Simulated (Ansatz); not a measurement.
Reaction (ligand exchange at the In–C bond): `S/C=[CH]\[InH2]` + dimethylamine → `C[N](C)[InH2]` + `C=CS`

Program: Ansatz. Geometries: PBE0-D4/def2-TZVP. ΔE: electronic, gas phase. CCSD(T)/CBS is the MP2 limit (def2-TZVPP, def2-QZVPP) plus CCSD(T) − MP2 in def2-TZVPP, frozen cores. This one scheme is used for every species. DFT in def2-TZVPP. def2 core potentials past Kr. For In outer-core shells are correlated without core-valence functions, which leaves a few kJ/mol of doubt a bond. One conformer a species, not always the lowest.

Problem. Is it downhill or uphill in electronic energy at CCSD(T)/CBS, and by how much? (Best estimate.)

Solution. The calculation gave: Downhill: ΔE = -32.1 kJ/mol.

Problem. What do these levels give: PBE-D4, revPBE-D4, BHLYP-D4, PBE0, CAM-B3LYP, MP2/def2-QZVPP? (Best estimate.)

Solution. The calculation gave: PBE-D4 -28.1, revPBE-D4 -28.2, BHLYP-D4 -25.7, PBE0 -23.0, CAM-B3LYP -30.3, MP2/def2-QZVPP -30.3 kJ/mol.

Largest T1 diagnostic among the species: 0.017.

Leaving LDA and LC-ωPBE aside and taking each functional with its dispersion term where it has one, the values, not all of them listed here, spread over 11.3 kJ/mol, from BLYP-D4 to HSE06-D4. LDA lies −3.2 kJ/mol from PBE without D4. From PBE to PBE0 (25 % exact exchange), in def2-TZVPP and without D4, ΔE moves by +4.7 kJ/mol.
